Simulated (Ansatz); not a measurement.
Gas-phase electronic energies from Ansatz, PBE0-D4/def2-TZVP geometries. CCSD(T)/CBS adds triple-zeta CCSD(T) − MP2 to the extrapolated MP2 energy (def2 sets, frozen cores). Functionals use def2-TZVPP. B3LYP here is the variant with VWN-RPA as its local correlation; programs differ in this. Each species was taken in one conformer, which may not be the lowest.

Reaction (substitution at a C–Si bond): `O=C[SiH]([SiH3])Cl` + `OB(O)S` → `O=COB(O)S` + `[SiH3][SiH2]Cl`

| level | ΔE (kJ/mol) | difference from CCSD(T)/CBS |
| --- | --- | --- |
| PBE-D4 | -42.2 | -5.8 |
| PBE0-D4 | -44.6 | -8.2 |
| ωB97X-V | -47.0 | -10.6 |
| ωB97M-V | -42.1 | -5.7 |
| B2PLYP | -43.5 | -7.1 |
| PBE | -43.0 | -6.6 |
| PBE0 | -45.5 | -9.1 |
| B3LYP | -43.4 | -7.0 |
| MP2/def2-TZVPP | -41.4 | -5.0 |
| SCS-MP2/def2-TZVPP | -40.0 | -3.6 |
| CCSD/def2-TZVPP | -40.5 | -4.1 |
| HF/def2-QZVPP | -50.0 | -13.6 |
| MP2/def2-QZVPP | -38.2 | -1.8 |
| HF/CBS(def2) | -49.9 | -13.5 |
| MP2/CBS(def2) | -36.2 | 0.2 |
| CCSD/CBS(def2) | -35.4 | 1.0 |
| CCSD(T)/CBS | -36.4 | 0 |

Largest T1 diagnostic among the species: 0.015.

In def2-TZVPP, CCSD(T) changes the Hartree–Fock value by +9.3 kJ/mol (the triples alone add −0.9 kJ/mol) and MP2 by +9.4 kJ/mol.
